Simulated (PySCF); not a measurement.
Stepwise substitution at one centre (Al Br-OH). All species are isolated molecules in the gas phase. One relaxed conformer stands for each flexible species; it need not be the lowest. Strings in code marks are SMILES.

The S1–T1 gap (TDA) from two functionals at the same geometries (PBE0-D4/def2-TZVP), both in PySCF: PBE-D3(BJ)/def2-TZVP and B3LYP-D3(BJ)/def2-TZVP. B3LYP has the VWN-RPA correlation part, as in Gaussian. Excitations are Tamm–Dancoff values on a coarser integration grid. The basis has no diffuse functions, so Rydberg states are missing or too high.

```csv
species,PBE-D3(BJ)/def2-TZVP (eV),B3LYP-D3(BJ)/def2-TZVP (eV)
0 of 3 Br replaced by OH (`[Al]([Br])([Br])[Br]`),0.24,0.26
1 of 3 Br replaced by OH (`[OH][Al]([Br])[Br]`),0.23,0.26
2 of 3 Br replaced by OH,0.24,0.27
3 of 3 Br replaced by OH,0.24,0.31
```

Over these rows, drawn at random from the members with no instability flagged (it was tested for open shells, ions and some series alone), PBE minus B3LYP-D3(BJ): mean -0.04 eV, from -0.07 eV to -0.03 eV.
